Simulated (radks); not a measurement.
Valence configurations of Hg+ (all share [Xe]). Method: scalar-relativistic Kohn-Sham, r2SCAN, spin-polarised, spherical densities, finite nucleus; open shells are filled with parallel spins first (spin-orbit coupling, left out, can overturn this in heavy ions); meta-GGA in the generalised Kohn-Sham scheme; Fermi nuclear charge, rms radius 5.4648 fm; computed with a radial shooting solver on a logarithmic mesh with Libxc functionals. Order these by energy: 4f14 5d9.5 6s1 6p0.5; 4f13 5d10 6s1 6p1; 4f13.5 5d10 6s1 6p0.5; 4f14 5d8 6s2 6p1; 4f14 5d10 6p1; 4f14 5d8 6s1 6p2; 4f14 5d9 6s2; 4f14 5d10 6s0.5 6p0.5; 4f14 5d10 6s1; 4f14 5d9 6s1 6p1.

Answer. From the lowest, in eV above it: 4f14 5d10 6s1 0.000; 4f14 5d10 6s0.5 6p0.5 3.910; 4f14 5d9 6s2 5.356; 4f14 5d9.5 6s1 6p0.5 5.928; 4f14 5d10 6p1 7.731; 4f14 5d9 6s1 6p1 12.209; 4f14 5d8 6s2 6p1 19.693; 4f14 5d8 6s1 6p2 25.982; 4f13.5 5d10 6s1 6p0.5 51.068; 4f13 5d10 6s1 6p1 105.81. NIST lists [Xe] 4f14 5d10 6s1 as the ground configuration; this level of theory agrees among the configurations tried. The energies are those of spherical high-spin densities, not of single terms.
